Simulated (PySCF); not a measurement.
BCl2(nPr), C₃H₇BCl₂.
Bonds: B1–Cl2, B1–Cl3, B1–C4, C4–C5, C5–C6. Hydrogens: H7, H8 on C4; H9, H10 on C5; H11, H12, H13 on C6.

A GFN2-xTB structure was refined with PBE0-D3(BJ)/def2-SVP geometry optimisation, gas phase in PySCF 2.14.0. Its GFN2-xTB values:

| coordinate | GFN2-xTB |
| --- | --- |
| B1–Cl2 | 1.642 Å |
| B1–C4 | 1.497 Å |
| C4–C5 | 1.598 Å |
| C4–H7 | 1.158 Å |
| C5–C6 | 1.495 Å |
| C5–H9 | 1.048 Å |
| C6–H11 | 1.115 Å |
| B1–C4–C5 | 114.4° |
| Cl2–B1–Cl3 | 118.1° |
| Cl2–B1–C4 | 123.6° |
| Cl3–B1–C4 | 118.1° |
| C4–C5–C6 | 112.6° |
| Cl2–B1–C4–C5 | -94° |

Q: How do these coordinates change at the PBE0-D3(BJ)/def2-SVP level?

A: 
| coordinate | PBE0-D3(BJ)/def2-SVP (Å or °) | change |
| --- | --- | --- |
| B1–Cl2 | 1.755 | +0.113 |
| B1–C4 | 1.561 | +0.064 |
| C4–C5 | 1.539 | -0.059 |
| C5–H9 | 1.104 | +0.056 |
| C4–H7 | 1.103 | -0.055 |
| C5–C6 | 1.520 | +0.025 |
| C6–H11 | 1.102 | -0.013 |
| B1–C4–C5 | 110.4 | -4.0 |
| Cl3–B1–C4 | 120.5 | +2.4 |
| Cl2–B1–C4 | 121.7 | -1.9 |
| Cl2–B1–Cl3 | 117.7 | -0.4 |
| C4–C5–C6 | 113.0 | +0.4 |
| Cl2–B1–C4–C5 | -96 | -2 |

The energy falls by 16.6 kcal/mol over 6 energy and gradient evaluations, the largest force component goes from 0.0817 to 3.5e-04 Eh/bohr, and the atoms move by 0.063 Å rms after alignment. The bond that changes most is B1–Cl2 (ends: boron bonded to C and 2 Cl; chlorine bonded to B), which lengthens by 0.113 Å. Bonds longer at the end by more than 0.005 Å: 8 of 12; shorter: 4. Rotational constants go from 2837, 1291, 943.7 to 2808, 1277, 935.4 MHz.

The run used 127 basis functions and 39 SCF cycles in all.

No PBE0-D3(BJ)/def2-SVP frequencies stand behind this structure, so it isn't proved a minimum. The numbers are those of one conformer.
